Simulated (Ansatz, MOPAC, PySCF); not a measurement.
Pair of molecules: CH4O (SMILES CO) (first 6 atoms) with C2H3N (SMILES CC#N); geometry from B3LYP-D3(BJ)/def2-TZVP, rigid monomers moved along the line of their centres of mass till H6···N9 is 1.84 Å.
(charge 0, multiplicity 1):
```xyz
12

C     -0.581     0.187    -0.744
O      0.253    -0.739    -0.077
H     -1.634     0.086    -0.451
H     -0.506    -0.014    -1.813
H     -0.274     1.226    -0.569
H      0.193    -0.565     0.873
C     -0.285     0.458     5.154
C     -0.175     0.178     3.733
N     -0.088    -0.044     2.610
H     -0.485     1.518     5.311
H     -1.099    -0.123     5.587
H      0.644     0.195     5.659
```

Interaction energies are E(AB) − E(A) − E(B) at the monomers' geometry in the complex; basis-set methods are counterpoise corrected. Rows marked so take none.

Cores are frozen in the correlated methods. Rows in 6-311+G**, 6-31G*, STO-3G carry no dispersion term and start afresh at each structure (6-31G* with six Cartesian d functions). The state that AM1, PM7 reach isn't checked; PM7 holds dispersion and hydrogen-bond terms.

Run with Ansatz (Gaussian basis) for Hartree–Fock, density functionals and correlated methods; MOPAC for AM1, PM7 (differences of heats of formation); PySCF for 6-311+G** rows, 6-31G* rows, STO-3G rows, the dispersion terms. 

Other levels give for the interaction energy: PBE/def2-TZVPPD -4.39; B3LYP/def2-TZVPPD -3.55; B3LYP-D3(BJ)/def2-TZVPPD -4.78; wB97M-V/def2-TZVPPD -4.35; CCSD(T)/aug-cc-pVDZ -3.59 kcal/mol.

Common cheap choices:

| level | interaction energy (kcal/mol) |
|---|---|
| AM1 | 3.51 |
| PM7 | -2.82 |
| HF/STO-3G (no counterpoise) | -2.18 |
| HF/6-31G* | -1.47 |
| B3LYP/6-31G* | -3.10 |
| B3LYP/6-31G* (no counterpoise) | -4.66 |
| B3LYP/6-311+G** (no counterpoise) | -3.90 |
| M06-2X/6-31G* (no counterpoise) | -5.03 |

Ansatz is a quantum-chemistry and plane-wave program.
